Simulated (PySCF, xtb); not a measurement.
Ga(H)2(OSiH3) (GaH5OSi), SMILES [SiH3][O][GaH2].

GFN2-xTB (xtb) at its own geometry gives an orbital gap of 4.69 eV and a dipole moment of 0.48 D.

Geometry: PBE0-D3(BJ)/def2-SVP.

Question: What does HF/def2-TZVPD (PySCF) give? (The exact figures need the calculation; the answer reports its results.)

Answer: gap 12.76 eV (levels -11.70 and 1.06 eV), dipole 1.54 D.
